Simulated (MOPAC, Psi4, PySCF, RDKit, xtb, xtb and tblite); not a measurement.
Internal rotation in SMILES C(CC)CC#N (C₅H₉N). Scanned: dihedral C2–C3–C4–C5; all other coordinates were relaxed at GFN2-xTB. Points at φ and −φ are mirror images.

Geometry of the scan point at -160° (Å):
```
15

C      2.0124     0.5026     0.5789
C      0.6145     0.5504    -0.0250
C     -0.1515    -0.7445     0.2348
C     -1.5500    -0.7100    -0.3997
C     -2.4182    -1.6823     0.2114
N     -3.0946    -2.4534     0.7163
H      1.9579     0.3497     1.6545
H      2.5881    -0.3128     0.1466
H      2.5412     1.4337     0.3906
H      0.0630     1.3898     0.4053
H      0.6902     0.7189    -1.1023
H      0.4077    -1.5950    -0.1598
H     -0.2514    -0.8872     1.3141
H     -2.0017     0.2760    -0.2482
H     -1.4970    -0.9005    -1.4745
```

Levels of theory: GFN2-xTB (xtb and tblite); MMFF94 // GFN2-xTB (RDKit); B3LYP/def2-TZVP // GFN2-xTB (Psi4); B3LYP-D3(BJ)/def2-TZVP // GFN2-xTB (Psi4); PBE/def2-TZVP // GFN2-xTB (Psi4); PBE-D3(BJ)/def2-TZVP // GFN2-xTB (Psi4); UFF // GFN2-xTB (RDKit); PM6, restricted, heats of formation // GFN2-xTB (MOPAC); PM7, restricted, heats of formation // GFN2-xTB (MOPAC); GFN1-xTB // GFN2-xTB (xtb); RKS-B3LYP/6-31G* = restricted B3LYP/6-31G*, spherical d, density fitting // GFN2-xTB run with PySCF; RKS-LDA (SVWN5)/6-31G* = restricted LDA (SVWN5)/6-31G*, spherical d, density fitting // GFN2-xTB in PySCF; RKS-B3LYP/LANL2DZ = restricted B3LYP/LANL2DZ // GFN2-xTB (PySCF); RHF/LANL2DZ = PySCF with restricted Hartree-Fock/LANL2DZ // GFN2-xTB.

Least-squares fit of E(φ) = a0 + Σ (a_n cos nφ + b_n sin nφ), n = 1 to 4, to the 18 scan points, in kcal/mol above the lowest point of each profile (levels whose profile four harmonics don't fit are not listed):

| method | a0 | a1 | b1 | a2 | b2 | a3 | b3 | a4 | b4 | rms of fit |
|---|---|---|---|---|---|---|---|---|---|---|
| GFN2-xTB | 1.26 | 0.32 | 0.00 | 0.32 | 0.00 | 1.24 | 0.00 | 0.01 | 0.00 | 0.02 |
| MMFF94 | 2.56 | 1.42 | 0.00 | 1.09 | 0.00 | 2.17 | 0.00 | -0.12 | 0.00 | 0.05 |
| B3LYP/def2-TZVP | 1.79 | 0.58 | 0.00 | 0.37 | 0.00 | 1.64 | 0.00 | 0.02 | 0.00 | 0.02 |
| B3LYP-D3(BJ)/def2-TZVP | 1.72 | 0.27 | 0.00 | 0.34 | 0.00 | 1.68 | 0.00 | 0.03 | 0.00 | 0.02 |
| PBE/def2-TZVP | 1.60 | 0.42 | 0.00 | 0.32 | 0.00 | 1.56 | 0.00 | 0.03 | 0.00 | 0.02 |
| PBE-D3(BJ)/def2-TZVP | 1.63 | 0.24 | 0.00 | 0.30 | 0.00 | 1.59 | 0.00 | 0.03 | 0.00 | 0.02 |
| UFF | 3.35 | 1.82 | 0.00 | 1.00 | 0.00 | 2.48 | 0.00 | -0.13 | 0.00 | 0.05 |
| PM6 | 0.97 | 0.50 | 0.00 | 0.31 | 0.00 | 0.76 | 0.00 | -0.02 | 0.00 | 0.01 |
| PM7 | 0.91 | 0.44 | 0.00 | 0.36 | 0.00 | 0.82 | 0.00 | -0.02 | 0.00 | 0.01 |
| GFN1-xTB | 1.10 | 0.05 | 0.00 | 0.19 | 0.00 | 1.02 | 0.00 | 0.00 | 0.00 | 0.01 |
| RKS-B3LYP/6-31G* | 1.81 | 0.45 | 0.00 | 0.31 | 0.00 | 1.73 | 0.00 | 0.03 | 0.00 | 0.01 |
| RKS-LDA (SVWN5)/6-31G* | 1.86 | -0.05 | 0.00 | 0.16 | 0.00 | 1.71 | 0.00 | 0.08 | 0.00 | 0.01 |
| RKS-B3LYP/LANL2DZ | 1.74 | 0.53 | 0.00 | 0.32 | 0.00 | 1.59 | 0.00 | 0.04 | 0.00 | 0.01 |
| RHF/LANL2DZ | 2.16 | 0.74 | 0.00 | 0.42 | 0.00 | 1.86 | 0.00 | -0.02 | 0.00 | 0.02 |
